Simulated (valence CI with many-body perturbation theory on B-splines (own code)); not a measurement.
Results of a calculation; reference values are marked as such.
Sn29+ in three bases

Level of theory: configuration interaction combined with many-body perturbation theory (CI+MBPT): three valence electrons over a frozen Dirac-Fock core [Ar], a basis of 7 s, 7 p, 8 d, 6 f, 4 g, 1 h functions for each j, with the one-electron correlation potential Σ1 (screened to all orders), the two-electron term Σ2, the three-electron term Σ3, Breit, model QED; selected single and double excitations, second order for the rest, scaled by the run's own slope (own B-spline code, finite nucleus).

The last digits are not significant, and no measured levels were compared; by estimate large intervals hold to a few tenths of a per cent, small ones and those within an open d or f shell to about a per cent. Only levels of the ground parity were solved; by the run's estimate the other parity begins above the list, which can be wrong where configurations are misplaced.

The reference run has the lowest level (3d3/2^3) J=3/2 and an ionisation energy of 1677.25 eV. Its largest variational space holds 4830 state functions.

Levels are named by their leading jj configuration (3d3/2^4 stands for four electrons in 3d with j = 3/2), which in mixed levels can hold well under half, so a name can repeat and another be missing. Letters in brackets count levels of one name in rising energy.

Changed runs:
A. basis 6 s, 6 p, 5 d, 5 f, 1 g
B. basis 5 s, 5 p, 4 d, 4 f

Excitation energies of the reference run in cm⁻¹, and shifts in cm⁻¹:

| Level | Reference | A | B |
| --- | --- | --- | --- |
| (3d3/2^2 3d5/2) J=5/2 | 54566 | -123 | -196 |
| (3d3/2^2 3d5/2) J=7/2 | 88322 | -38 | -26 |
| (3d3/2^2 3d5/2) J=3/2 | 98037 | +174 | +385 |
| (3d3/2^2 3d5/2) J=9/2 | 103756 | +113 | +279 |
| (3d3/2^2 3d5/2) J=1/2 | 115211 | +162 | +384 |
| (3d3/2 3d5/2^2) J=7/2 [a] | 163056 | +162 | +359 |
| (3d3/2 3d5/2^2) J=9/2 | 171996 | +92 | +297 |
| (3d3/2 3d5/2^2) J=5/2 [a] | 173011 | +107 | +256 |
| (3d3/2 3d5/2^2) J=3/2 [a] | 197168 | +190 | +360 |
| (3d3/2 3d5/2^2) J=1/2 | 208474 | +321 | +692 |
| (3d3/2 3d5/2^2) J=11/2 | 220555 | +312 | +776 |
| (3d3/2 3d5/2^2) J=5/2 [b] | 237195 | +343 | +628 |
| Ionisation energy (eV) | 1677.25 | -0.06 | -0.07 |
